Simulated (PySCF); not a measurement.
# What a mistake does to a calculation on AlBCH6

All numbers below are calculated, not measured. They come from PySCF 2.14.0, an open-source quantum chemistry program, on an isolated molecule that a program drew, which may never have been made. The molecule is AlBCH6 (charge 0, singlet), drawn as the SMILES string `C[BH][AlH2]`.

Each row is a Hartree-Fock (HF) and frozen-core CCSD(T) single point in the cc-pV(D+d)Z basis, meant for a local HF minimum. Run 1 is clean. Each other run has one planted mistake out of seven kinds, and not every kind appears here: one electron removed, one electron added, multiplicity raised by two, geometry at a saddle point, minimal basis STO-3G, one bond length entered in bohr, all coordinates scaled. The reference is restricted for singlets and unrestricted otherwise, and also for a bond in bohr. Adding or removing an electron swaps singlet and doublet. Electrons count all cores. HOMO and LUMO are orbital energies over both spins, the gradient is its largest component, and the lowest frequency (negative if imaginary) is given only where the gradient is small. Bond lengths are over the 8 bonds as drawn. T1 is the CCSD diagnostic: over 0.02 (restricted) or 0.045 (unrestricted) a single reference is doubtful.

Geometry of the clean run:
```xyz
9
AlBCH6, angstrom
C     0.1937    1.5025    0.1767
B    -0.1639    0.2080    1.0146
Al    1.2257   -1.1748    1.9215
H     0.0157    2.3496    0.8585
H    -0.4865    1.6556   -0.6672
H     1.2237    1.5841   -0.1763
H    -1.3483    0.0256    1.1883
H     1.7059   -2.4854    1.1599
H     1.8001   -0.9405    3.3856
```

| run | electrons | basis functions | <S^2> | HOMO (eV) | LUMO (eV) | gradient (hartree/bohr) | lowest frequency (cm^-1) | mean bond (Å) | longest bond (Å) | T1 | HF (hartree) | CCSD(T) (hartree) | mistake |
|---|---|---|---|---|---|---|---|---|---|---|---|---|---|
| 1 | 30 | 81 | 0.000 | -9.70 | 1.22 | 7.7e-06 | 88 | 1.4278 | 2.160 | 0.0105 | -307.92360 | -308.27777 | no fault |
| 2 | 30 | 81 | 0.000 | -9.71 | 1.38 | 4.6e-02 | - | 1.3521 | 2.045 | 0.0103 | -307.90284 | -308.25376 | all coordinates scaled |
| 3 | 29 | 81 | 0.762 | -16.68 | -7.38 | 6.5e-02 | - | 1.4278 | 2.160 | 0.0184 | -307.61115 | -307.94194 | one electron removed |
| 4 | 30 | 81 | 0.832 | -7.68 | 0.79 | 8.4e-03 | - | 1.6046 | 3.005 | 0.0553 | -307.82815 | -308.17316 | one bond length entered in bohr |
| 5 | 30 | 25 | 0.000 | -7.38 | 7.47 | 4.3e-02 | - | 1.4278 | 2.160 | 0.0069 | -304.23713 | -304.39937 | minimal basis STO-3G |
| 6 | 30 | 81 | 2.013 | -6.94 | -0.50 | 2.9e-02 | - | 1.4278 | 2.160 | 0.0163 | -307.82513 | -308.16936 | ? |

**Which mistake was planted in run 6, and what did it cost?**

Electrons, basis and geometry are unchanged, and <S^2> is 2.013, beside S(S+1) = 2.00 for a multiplicity of 3. So the mistake is: multiplicity raised by two. Subtracting run 1 and multiplying by 627.51 kcal/mol a hartree, the energy moved by 61.8 kcal/mol in HF and 68.0 kcal/mol in CCSD(T).

Cautions from the logs. Run 4: T1 is over the limit, so its CCSD(T) energy is less reliable.
